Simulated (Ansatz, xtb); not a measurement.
**ClFGeH3Sn: where a starting geometry ends**

The starting geometry of this gas-phase doublet has its atoms placed at random.

```xyz
7

Cl   -1.6958    0.5925    0.6047
F     0.2225    0.4811    1.3506
Ge    0.7656   -1.6729   -0.5967
Sn    0.5189    0.7762   -1.9881
H     0.2130    1.8047   -0.3673
H    -0.2376   -1.2475    0.8535
H     1.1434    1.0622   -0.2848
```

**Question.** Guess where an optimisation with r2SCAN-D4/def2-SVP ends from this start.

**Answer.** It loosens into ClFGeHSn + H2, which stay close as a complex. Distances that change by over a tenth: Ge3–H6 (1.81 → 1.57 Å). Contacts that open: Sn4–H5 (1.94 → 2.53 Å), Sn4–H7 (1.84 → 2.61 Å). Contacts that close: Cl1–Sn4 (3.41 → 2.40 Å), F2–Ge3 (2.95 → 1.79 Å), H5–H7 (1.19 → 0.77 Å).

The energy falls by 6.98 eV over 17 steps:

```json
{"step": "1", "E − E(last) (eV)": "6.978"}
{"step": "3", "E − E(last) (eV)": "5.333"}
{"step": "5", "E − E(last) (eV)": "4.336"}
{"step": "6", "E − E(last) (eV)": "3.266"}
{"step": "8", "E − E(last) (eV)": "0.926"}
{"step": "10", "E − E(last) (eV)": "0.202"}
{"step": "12", "E − E(last) (eV)": "0.018"}
{"step": "13", "E − E(last) (eV)": "0.007"}
{"step": "15", "E − E(last) (eV)": "0.001"}
{"step": "17", "E − E(last) (eV)": "0.000"}
```

Final geometry (Å):

```
atom    x (Å)    y (Å)    z (Å)
  Cl  -2.2681   0.8418  -0.2975
   F   1.0463  -0.0564   1.3213
  Ge   0.7775  -1.2545   0.0193
  Sn  -0.3909   0.5529  -1.7668
   H   1.0247   2.2048  -0.4842
   H  -0.3048  -2.1795   0.6926
   H   1.0453   1.6873   0.0873
```

From the same start GFN2-xTB ends elsewhere, in pieces: ClFGeHSn + H2.

From so rough a start the end depends on the optimiser's path, so another program may land elsewhere. No frequencies were run, so the end isn't proven a minimum. Open shells are spin-unrestricted. Atoms past krypton carry core potentials, without spin–orbit terms. Run with Ansatz 0.2.0, 5 min on 2 threads of Arm Neoverse V2, with other jobs on the host.
